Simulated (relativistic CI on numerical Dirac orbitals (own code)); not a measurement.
What each ingredient does to the levels of Be III

Base calculation: Dirac-Coulomb-Breit CI, KLI orbitals optimised for each configuration, a model potential for QED, valence Slater integrals scaled by 0.85, P86 correlation energy added to each configuration.

Configurations in the expansion: 1s², 1s2s, 1s2p, 1s3s, 1s3p, 1s3d, 1s4s, 1s4p, 1s4d, 1s4f, 1s5s, 1s5p, 1s5d, 1s5f, 1s5g, 1s6s, 1s6p, 1s6d. Levels of other configurations are missing.

The lowest level and the first level of each name with at least 55 % of one term (blank where a level has no safe partner in the second run):

| Level | Base (cm⁻¹) | Shift (cm⁻¹) |
| --- | --- | --- |
| 1s² ¹S0 | 0 | 0 |
| 1s2s ³S1 | 951037 | +13845 |
| 1s2s ¹S0 | 971921 | +13861 |
| 1s2p ³P°1 | 978579 | +12181 |
| 1s2p ³P°0 | 978593 | +12180 |
| 1s2p ³P°2 | 978593 | +12181 |
| 1s2p ¹P°1 | 992323 | +12196 |
| 1s3s ³S1 | 1116071 | +17020 |
| 1s3s ¹S0 | 1121980 | +17017 |
| 1s3p ³P°1 | 1123162 | +16695 |
| 1s3p ³P°2 | 1123166 | +16695 |
| 1s3p ³P°0 | 1123166 | +16695 |
| 1s3d ³D2 | 1124687 | +23519 |
| 1s3d ³D1 | 1124687 | +23519 |
| 1s3d ³D3 | 1124688 | +23519 |
| 1s3d ¹D2 | 1124785 | +23519 |
| 1s3p ¹P°1 | 1127647 | +16691 |
| 1s4s ³S1 | 1170318 | +18185 |
| 1s4s ¹S0 | 1172894 | +18181 |
| 1s4p ³P°1 | 1173164 | +17941 |
| 1s4p ³P°2 | 1173165 | +17941 |
| 1s4p ³P°0 | 1173166 | +17941 |

Correlation outside the listed configurations is missing or only estimated: errors of thousands of cm⁻¹ between configurations and terms are usual at this charge. Rates and lifetimes follow the computed energies and can be off by large factors. The fine structure of a lone outer electron comes out too small, for d and f at times inverted, and misplaced configurations move strength between like terms. 2 of the 2 excited levels that our extract of the measured tables holds in this range could be paired (the sources list more); they are missed by 4646 cm⁻¹ on average and 5143 at most, and levels without a partner can miss by more.

One thing was changed in a second run, which moved the levels as shown. Which?
A. configuration mixing switched off
B. Breit term removed
C. Slater integrals left unscaled
D. QED terms removed
E. self-excluded LDA correlation estimate

E. Self-excluded LDA correlation estimate. A correlation estimate moves all levels of a configuration together before mixing; mixed levels move by a weighted share.
